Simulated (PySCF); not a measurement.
**Rh⁺: excitation energy**

Rh⁺ [Kr] 4d8 (3F) → Rh⁺ [Kr] 4d7 5s1 (5F), as a difference of total energies. All numbers are calculated (PySCF 2.14, scalar relativity by spin-free X2C-1e, in ANO-RCC-VTZP). Correlated levels: valence: [Kr] frozen; valence and next inner shell: [Ar] 3d10 frozen. The calculations carry no spin-orbit coupling.

Task: Order these methods by the excitation energy they give, lowest first.
A. r2SCAN
B. SCS-MP2 (valence)
C. UHF
D. wB97X-V

Result: C (1.360 eV), A (2.031 eV), B (2.519 eV), D (2.592 eV).

Errors of the correlated levels include the incompleteness of this basis and the frozen core.

The basis was made for the ground configuration and has no added diffuse functions, so the excitation energy can come out too high.

For comparison: 2.126 eV (measured; NIST levels, between the centres of gravity of the two terms).
